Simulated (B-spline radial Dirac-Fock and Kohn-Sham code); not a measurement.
# Ionisation of each subshell: B³⁺

System: the B³⁺ ion in the configuration 1s2, inside a Watson sphere of charge -3 and radius 1.8 Å (a model of the Madelung potential; inside it an electron's potential energy is raised by 24.0 eV); nuclear rms radius 2.406 fm (A = 11).

The run's input, task.json:

```json
{"items": [{
  "Z": 5,
  "q": 3,
  "cfg": [[1, 0, 2]],
  "A": 11,
  "rrms": 2.406,
  "watson": [-3, 1.8],
  "do": ["binding"]
}]}
```

Launch: `python xray_run.py task.json out`

Calculated with a radial B-spline solver, using multi-electron Dirac-Fock with separately optimised hole states, Breit and Lamb-shift corrections added in first order. Correlation energy is missing from these numbers. Energies are counted from the vacuum level.

All terms are in eV, carry their sign (relaxation lowers the binding energy) and add up to the binding energy; ⟨r⟩ is the mean radius of the orbital in the initial state.

| subshell | −ε (Koopmans) | relaxation | Breit | self-energy | vacuum polarisation | binding energy | ⟨r⟩ (bohr) |
| --- | --- | --- | --- | --- | --- | --- | --- |
| 1s | 235.7 | -1.52 | -0.04 | -0.01 | 0.00 | 234.2 | 0.324 |
